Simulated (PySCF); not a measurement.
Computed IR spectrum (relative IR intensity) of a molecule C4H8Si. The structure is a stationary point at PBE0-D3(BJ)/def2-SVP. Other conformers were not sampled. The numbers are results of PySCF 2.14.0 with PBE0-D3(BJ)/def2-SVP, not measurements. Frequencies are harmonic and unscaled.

Lines under 2 % of the strongest are left out, and lines within 2 cm⁻¹ are merged.

ν (cm⁻¹): 455 (w), 635 (w), 679 (m), 739 (w), 847 (vw), 860 (m), 938 (w), 964 (m), 972 (w), 1120 (w), 1123 (w), 1237 (w), 1413 (w), 1719 (w), 2223 (vs), 3062 (w), 3109 (vw), 3193 (w) (against the strongest line: vs over 80 %, s over 45 %, m over 15 %, w over 4 %, vw less)

Task: Which molecule gave these data?
A. C1=CC[SiH2]C1
B. CC1=C[SiH2]C1
C. C#C[C@H](C)[SiH3]
D. CC1=CC[SiH2]1

Result: A, C1=CC[SiH2]C1
